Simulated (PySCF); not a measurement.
Compound: C8H10N2.
SMILES with atom numbers: `[CH3:1]/[N:2]=[CH:3]\[c:4]1[cH:5][cH:6][n:7][cH:8][c:9]1[CH3:10]`

Geometry (PBE0-D3(BJ)/def2-SVP, Å), atoms numbered from 1 in this order:
```
atom  x, y, z in Å
C1     2.784   -0.344   -0.048
N2     1.998   -1.057    0.921
C3     0.761   -0.829    1.082
C4    -0.096    0.185    0.411
C5     0.234    1.543    0.418
C6    -0.627    2.455   -0.188
N7    -1.760    2.098   -0.784
C8    -2.075    0.807   -0.786
C9    -1.300   -0.204   -0.205
C10   -1.739   -1.636   -0.251
H11    3.516    0.289    0.481
H12    2.219    0.289   -0.756
H13    3.376   -1.076   -0.621
H14    0.238   -1.465    1.816
H15    1.148    1.889    0.907
H16   -0.386    3.524   -0.190
H17   -3.014    0.536   -1.284
H18   -2.646   -1.749   -0.860
H19   -1.963   -2.021    0.758
H20   -0.958   -2.285   -0.675
```

Probes without a nucleus sit at each ring's centroid and 1 Å off its mean plane on both sides; NICS is minus the shielding there, NICSzz its component along the normal. Level: GIAO PBE0/pcSseg-1 (PySCF, non-relativistic, gas phase) on the PBE0-D3(BJ)/def2-SVP geometry, one conformer.

Ring bond lengths (Å), with Mayer bond orders in brackets: C4–C5 1.398 (1.39), C5–C6 1.393 (1.40), C6–N7 1.329 (1.47), N7–C8 1.328 (1.48), C8–C9 1.400 (1.40), C9–C4 1.407 (1.32).

**Question.** What do the NICS probes read (ppm)?

**Answer.** 
```
             ring                                               type  NICS(0)  NICS(1), two faces  NICS(1)zz, two faces  rms pucker (Å)  centre to ring atoms, mean (Å)
C4–C5–C6–N7–C8–C9  6-membered ring with N; formal bonds all aromatic     -7.5       -10.9 / -11.1         -27.3 / -27.9            0.00                            1.38
```

**Question.** What do they say, and how far can they be read as aromaticity?

**Answer.** 
- C4–C5–C6–N7–C8–C9: mean NICS(1)zz -27.6 ppm, shielded. For a flat ring without four-coordinate atoms the NICS criterion counts such a value as aromatic.

**Question.** And the bond-length index? HOMA = 1 − mean of α(R − Ropt)² over the ring bonds, with Krygowski's 1993 parameters (CC: Ropt 1.388 Å, α 257.7 Å⁻²; CN: Ropt 1.334 Å, α 93.52 Å⁻²).

**Answer.** 
- C4–C5–C6–N7–C8–C9: HOMA 0.97; the largest term is that of C9–C4, α(R − Ropt)² = 0.09. The geometric and the magnetic index point the same way.

**Question.** At the first NICS(1) probe listed for ring C4–C5–C6–N7–C8–C9, 1 Å off the ring, how large is the induced field along the normal in 9.4 T applied along it?

**Answer.** NICSzz × B0 = -27.3 ppm × 9.4 T = -257 μT, against the applied field.

**Question.** Give the inner angles of the rings and the Hirshfeld charges of the ring atoms.

**Answer.** 
- C4–C5–C6–N7–C8–C9: C4 118.3° (+0.004 e), C5 119.2° (-0.050 e), C6 123.1° (+0.012 e), N7 117.6° (-0.163 e), C8 124.7° (+0.011 e), C9 117.1° (+0.005 e); sum 720.0° against 720° for a flat convex ring.

**Question.** What are the shieldings of the ring atoms and their hydrogens in the same run (means over atoms taken as equivalent)?

**Answer.** 
```json
{"atoms": "C4", "environment": "substituted aromatic carbon", "σ isotropic (ppm)": "40.9"}
{"atoms": "C5", "environment": "aromatic CH carbon", "σ isotropic (ppm)": "58.2"}
{"atoms": "C6", "environment": "aromatic CH next to a ring nitrogen", "σ isotropic (ppm)": "31.4"}
{"atoms": "N7", "environment": "pyridine-type nitrogen", "σ isotropic (ppm)": "-101.5"}
{"atoms": "C8", "environment": "aromatic CH next to a ring nitrogen", "σ isotropic (ppm)": "26.6"}
{"atoms": "C9", "environment": "substituted aromatic carbon", "σ isotropic (ppm)": "48.8"}
{"atoms": "H15", "environment": "aromatic hydrogen", "σ isotropic (ppm)": "24.49"}
{"atoms": "H16", "environment": "aromatic hydrogen", "σ isotropic (ppm)": "22.58"}
{"atoms": "H17", "environment": "aromatic hydrogen", "σ isotropic (ppm)": "22.56"}
```

**Question.** How do the values depend on the level or the medium?

**Answer.** 
| level | NICS(0), C4–C5–C6–N7–C8–C9 | mean NICS(1)zz, C4–C5–C6–N7–C8–C9 |
| --- | --- | --- |
| PBE0/pcSseg-1, gas | -7.5 | -27.6 |
| PBE0/pcSseg-1, IEF-PCM cyclohexane | -7.4 | -27.5 |
| PBE0/pcSseg-1, IEF-PCM water | -7.3 | -27.4 |

The geometry is the same throughout; the continuum's cavity takes Bondi-type radii × 1.2.

On x86-64 server, one thread (shared host), this took 42 s. This is the whole shielding run at PBE0/pcSseg-1, SCF included.
